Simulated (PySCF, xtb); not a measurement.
C₂H₇ClSi₃, SMILES Cl[Si@H]1[SiH2][SiH2]C=C1.

xtb with GFN2-xTB at its own geometry gives an orbital gap of 2.78 eV and a dipole moment of 1.84 D.

Geometry: PBE0-D3(BJ)/def2-SVP. The structure was generated by enumeration; whether it is a known compound was not checked.

Question: What does CAM-B3LYP/def2-TZVP (PySCF) give? (An estimate is asked for; the answer gives what the named calculation found.)

Answer: gap 8.61 eV (levels -8.76 and -0.16 eV), dipole 1.73 D.
